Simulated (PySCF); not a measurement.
# Stretching SrN

Set-up: Sr def2-SVPD with ECP28, N def2-SVPD; scalar-relativistic core potentials (PySCF 2.14). Energies in eV from Sr + N in their ground configurations at the same level. State: ⁴Σ⁻ (quartet), unpaired electrons σ ↑, π ↑↑.

All columns are PBE0. A positive dipole means Sr(−)N(+).

| R (Å) | E (eV) | μ (D) | Mulliken charge on Sr (basis-dependent) | HOMO (eV) | LUMO (eV) | Mayer bond order | ⟨S²⟩ |
| --- | --- | --- | --- | --- | --- | --- | --- |
| 2.071 | -0.705 | -3.13 | 0.39 | -3.77 | -2.30 | 1.04 | 3.76 |
| 2.167 | -1.069 | -3.46 | 0.41 | -3.84 | -1.99 | 1.01 | 3.76 |
| 2.264 | -1.265 | -3.75 | 0.42 | -3.91 | -1.90 | 1.00 | 3.76 |
| 2.336 | -1.332 | -3.94 | 0.42 | -3.96 | -1.97 | 0.99 | 3.76 |
| 2.408 | -1.348 | -4.10 | 0.42 | -4.00 | -2.04 | 0.98 | 3.76 |
| 2.480 | -1.326 | -4.22 | 0.41 | -4.04 | -2.09 | 0.97 | 3.76 |
| 2.577 | -1.258 | -4.32 | 0.40 | -4.09 | -2.15 | 0.95 | 3.76 |
| 2.697 | -1.133 | -4.32 | 0.38 | -4.15 | -2.20 | 0.92 | 3.77 |
| 2.841 | -0.963 | -4.16 | 0.35 | -4.19 | -2.23 | 0.87 | 3.78 |
| 3.034 | -0.744 | -3.75 | 0.29 | -4.23 | -2.24 | 0.77 | 3.79 |

A fit through these points gives, at Re = 2.399 Å, μ = -4.08 D and dμ/dR = -2.05 D/Å; the reduced mass is 12.08 u.

Problem. How strong is the fundamental in the double-harmonic approximation, I = 42.26·(dμ/dR)²/μred km/mol?

Solution. I = 42.26·(-2.05)²/12.08 = 14.7 km/mol at PBE0.

Spin–orbit coupling is left out. The state was picked by a PBE0 search and need not be the measured ground state.
